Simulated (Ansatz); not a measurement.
`[CH3][Ge]([NH2])([F])[F]` + `C[CH](C)[MgH]` → `[CH3][GeH]([NH2])[F]` + `C[CH](C)[Mg][F]` at 400 K and 1 bar (redistribution).

Calculated with Ansatz (gas phase, PBE0-D4/def2-TZVP geometries, no zero-point term in ΔE). CCSD(T)/CBS is the MP2 limit (def2-TZVPP, def2-QZVPP) plus CCSD(T) − MP2 in def2-TZVPP, frozen cores. For Ge, Mg outer-core shells are correlated without core-valence functions, which leaves a few kJ/mol of doubt a bond. Scalar relativity is left out up to krypton. One conformer a species, not always the lowest.

```json
{"species": "`[CH3][Ge]([NH2])([F])[F]`", "CCSD(T)/CBS energy (Eh)": "-2371.58148", "H − E (kJ/mol)": "212.6", "S (J/(mol·K))": "398.7"}
{"species": "`C[CH](C)[MgH]`", "CCSD(T)/CBS energy (Eh)": "-318.83443", "H − E (kJ/mol)": "285.4", "S (J/(mol·K))": "361.3"}
{"species": "`[CH3][GeH]([NH2])[F]`", "CCSD(T)/CBS energy (Eh)": "-2272.33936", "H − E (kJ/mol)": "223.4", "S (J/(mol·K))": "369.4"}
{"species": "`C[CH](C)[Mg][F]`", "CCSD(T)/CBS energy (Eh)": "-418.11940", "H − E (kJ/mol)": "280.8", "S (J/(mol·K))": "388.3"}
```

H − E and S are ideal-gas, rigid-rotor, harmonic terms from PBE0-D4/def2-TZVP, for one conformer and one mirror image of each species. 1 Eh = 2625.50 kJ/mol, R = 8.31446 J/(mol·K).

Q: By hand: ΔE, ΔH, ΔS and ΔG.

A: ΔE = (-2272.33936) + (-418.11940) − (-2371.58148) − (-318.83443) = -0.04285 Eh = -112.5 kJ/mol. Δ(H − E) = 223.4 + 280.8 − 212.6 − 285.4 = 6.2, so ΔH = -106.3 kJ/mol. ΔS = 369.4 + 388.3 − 398.7 − 361.3 = -2.3 J/(mol·K). ΔG = -106.3 − 400 × (-2.3)/1000 = -105.4 kJ/mol.

Q: By hand: the equilibrium constant, and the temperature at which ΔG would vanish if ΔH and ΔS stayed fixed.

A: log₁₀ K = −ΔG/(RT ln 10) = 13.8. ΔG = 0 at ΔH/ΔS = 46217 K, far beyond where these terms or the molecules hold.

The number of gas molecules stays the same, so ΔS is small and ΔH decides. A doubt of 5 kJ/mol in ΔE shifts log₁₀ K by 0.7 here. Other conformers and mirror images would add mixing entropy, several J/(mol·K) or more a flexible species. These are equilibria of isolated gas molecules and say nothing of rates. Largest T1 diagnostic: 0.011 (customary marks: 0.02 for closed shells, 0.045 for open ones).
